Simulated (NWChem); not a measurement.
# TiH2S2F2; SMILES [SH][Ti]([SH])([F])[F]

```xyz
7

Ti     0.0000     0.0000     0.3980
F      0.1230    -1.4557     1.3163
F     -0.1230     1.4557     1.3163
S      1.8486     0.0264    -0.9250
H      1.4833     1.2328    -1.4242
S     -1.8486    -0.0264    -0.9250
H     -1.4833    -1.2328    -1.4242
```
Atoms are numbered in this order, from 1.

Structure relaxed at the PBE0/def2-SVP level.

Symmetry labels are those of C2 in the frame above (b1 and b2, or b-type labels, depend on it).

Question: List the 4 lowest vertical singlet excitations from PBE0/def2-SVPD, TDA (NWChem).

Answer: 
```json
[
 {"state": "S1", "energy (eV)": "3.18", "oscillator strength": "0.005", "symmetry": "b", "leading excitation (squared amplitude)": "HOMO → LUMO (0.84)"},
 {"state": "S2", "energy (eV)": "3.73", "oscillator strength": "0.067", "symmetry": "b", "leading excitation (squared amplitude)": "HOMO → LUMO+1 (0.75)"},
 {"state": "S3", "energy (eV)": "3.85", "oscillator strength": "0.000", "symmetry": "a", "leading excitation (squared amplitude)": "HOMO → LUMO+2 (0.60)"},
 {"state": "S4", "energy (eV)": "3.92", "oscillator strength": "0.001", "symmetry": "a", "leading excitation (squared amplitude)": "HOMO−1 → LUMO (0.61)"}
]
```
